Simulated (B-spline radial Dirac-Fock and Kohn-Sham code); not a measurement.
Z = 82 (lead), transition energy 500 keV. Level of theory: a Dirac-Hartree-Slater potential of the neutral atom with a Latter tail (no hole, which puts coefficients of high multipoles low close above an edge), finite nucleus with surface currents; a radial atomic solver. Subshells that would emit electrons below 1 keV are left out.

Problem. A pure transition shows α(K) = 0.126, L1/L2 = 0.320 and L1/L3 = 1.48. What is its multipolarity?
A. E2
B. M2
C. M1
D. M4
E. E4
F. E3
G. E1
H. M3

Solution. E. For comparison, α(K), L1/L2, L1/L3 are E1 0.00794, 7.38, 10.3; E2 0.0208, 1.19, 3.21; E3 0.0520, 0.497, 1.95; M1 0.0890, 10.0, 143; M2 0.248, 7.05, 27.0; M3 0.567, 5.00, 6.65; M4 1.27, 3.81, 2.84.

Values without a named source are computed, but for edge energies of neutral atoms, which are taken from tables.
